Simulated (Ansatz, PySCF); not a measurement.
Si(H)(Me)3 (C3H10Si), SMILES C[SiH](C)C.

Coordinates come from a PBE0-D3(BJ)/def2-SVP optimisation. The isomer is the one that the SMILES or the coordinates give; other isomers of the formula were not compared.

Vertical ionisation energy (IE) and electron affinity (EA) in eV. Rows of orbital energies are one-electron estimates. Where ΔSCF, EOM or ADC give a negative EA the extra electron is unbound and the value depends on the basis.

```json
[
 {"level": "−ε(HOMO), −ε(LUMO), PBE0/def2-TZVP (PySCF)", "IE": "8.53", "EA": "-1.07"},
 {"level": "−ε(HOMO), −ε(LUMO), PBE/def2-TZVP (PySCF)", "IE": "7.22", "EA": "-0.30"},
 {"level": "ΔSCF, PBE0/def2-SVPD (Ansatz), final states of multiplicity 2 and 2", "IE": "10.53", "EA": "-1.71"},
 {"level": "ΔSCF, PBE/def2-SVPD (Ansatz), final states of multiplicity 2 and 2", "IE": "10.14", "EA": "-1.52"}
]
```

What vertical singlet–triplet gap does ΔSCF give with PBE0/def2-SVPD (Ansatz, a quantum-chemistry and plane-wave program) and with PBE/def2-SVPD (Ansatz)? (Estimate from the structure and the level; the computed values follow.)

7.94 and 7.40 eV (triplet above singlet where positive).
